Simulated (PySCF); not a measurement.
Core-level binding energies of `OB(O)C1CCCCC1`

Compound: C6H13BO2.
SMILES with atom numbers: `[OH:1][B:2]([OH:3])[CH:4]1[CH2:5][CH2:6][CH2:7][CH2:8][CH2:9]1`

Computed with delta-SCF UKS SCAN, pcX-2 on the ionised atom, pcseg-1 elsewhere, spin-free X2C in PySCF 2.14.0. These are vertical core ionisation energies against the vacuum level, from separate self-consistent calculations with and without the core hole.

Q: Give the core binding energies atom by atom.

A: 
```json
{"atom(s)": "O1/O3", "environment": "boron-bound oxygen", "level": "O 1s", "binding energy (eV)": "539.08", "above the level's lowest (eV)": "0.00", "count": "2"}
{"atom(s)": "B2", "environment": "three-coordinate boron", "level": "B 1s", "binding energy (eV)": "196.92", "above the level's lowest (eV)": "0.00", "count": "1"}
{"atom(s)": "C4", "environment": "sp3 carbon bound to boron", "level": "C 1s", "binding energy (eV)": "289.50", "above the level's lowest (eV)": "0.00", "count": "1"}
{"atom(s)": "C5/C9", "environment": "ring CH2 carbon", "level": "C 1s", "binding energy (eV)": "289.98", "above the level's lowest (eV)": "+0.48", "count": "2"}
{"atom(s)": "C6/C8", "environment": "ring CH2 carbon", "level": "C 1s", "binding energy (eV)": "290.03", "above the level's lowest (eV)": "+0.53", "count": "2"}
{"atom(s)": "C7", "environment": "ring CH2 carbon", "level": "C 1s", "binding energy (eV)": "290.07", "above the level's lowest (eV)": "+0.57", "count": "1"}
```

The listed C 1s values span 0.57 eV, from C4 (bonded to 2 C, H and B) to C7 (bonded to 2 C and 2 H). The widest gap between neighbouring values is 0.48 eV, between 289.50 and 289.98 eV. The values 290.03 and 290.07 eV lie too close for their order to be trusted.

Q: Give the binding energy of O 1s of O1/O3 in hartree and in kJ/mol.

A: 539.08 eV = 19.8108 Eh = 52013 kJ/mol.

Topologically equivalent atoms share the value of their first member; where this conformer doesn't relate them by symmetry, their own values could differ. The structure is a single PBE0-D3(BJ)/def2-SVP conformer in the gas phase; no vibrational or solvent corrections.
